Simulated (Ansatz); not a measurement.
`Cl[SiH](Br)Br` + H₂O → `O[SiH](Cl)Br` + HBr at 400 K and 1 bar (formal hydrolysis of the Si–Br bond).

Computed with Ansatz on PBE0-D4/def2-TZVP structures; ΔE is electronic, products minus reactants. CBS: MP2 limit from def2 TZ/QZ plus the TZ coupled-cluster correction, frozen cores. This one scheme is used for every species. For Br outer-core shells are correlated without core-valence functions, which leaves a few kJ/mol of doubt a bond. Scalar relativity is left out up to krypton. One conformer a species, not always the lowest.

```tsv
species	CCSD(T)/CBS energy (Eh)	H − E (kJ/mol)	S (J/(mol·K))
`Cl[SiH](Br)Br`	-5896.24068	60.2	371.6
H₂O	-76.37941	69.8	198.6
`O[SiH](Cl)Br`	-3398.70645	95.3	358.8
HBr	-2573.91920	27.6	207.2
```

H − E and S are ideal-gas, rigid-rotor, harmonic terms from PBE0-D4/def2-TZVP, for one conformer and one mirror image of each species. 1 Eh = 2625.50 kJ/mol, R = 8.31446 J/(mol·K).

Q: By hand: ΔE, ΔH, ΔS and ΔG.

A: ΔE = (-3398.70645) + (-2573.91920) − (-5896.24068) − (-76.37941) = -0.00556 Eh = -14.6 kJ/mol. Δ(H − E) = 95.3 + 27.6 − 60.2 − 69.8 = -7.1, so ΔH = -21.7 kJ/mol. ΔS = 358.8 + 207.2 − 371.6 − 198.6 = -4.2 J/(mol·K). ΔG = -21.7 − 400 × (-4.2)/1000 = -20.0 kJ/mol.

Q: By hand: the equilibrium constant, and the temperature at which ΔG would vanish if ΔH and ΔS stayed fixed.

A: log₁₀ K = −ΔG/(RT ln 10) = 2.6. ΔG = 0 at ΔH/ΔS = 5167 K, far beyond where these terms or the molecules hold.

The number of gas molecules stays the same, so ΔS is small and ΔH decides. A doubt of 5 kJ/mol in ΔE shifts log₁₀ K by 0.7 here. Other conformers and mirror images would add mixing entropy, several J/(mol·K) or more a flexible species. These are equilibria of isolated gas molecules and say nothing of rates. Largest T1 diagnostic: 0.009 (customary marks: 0.02 for closed shells, 0.045 for open ones).
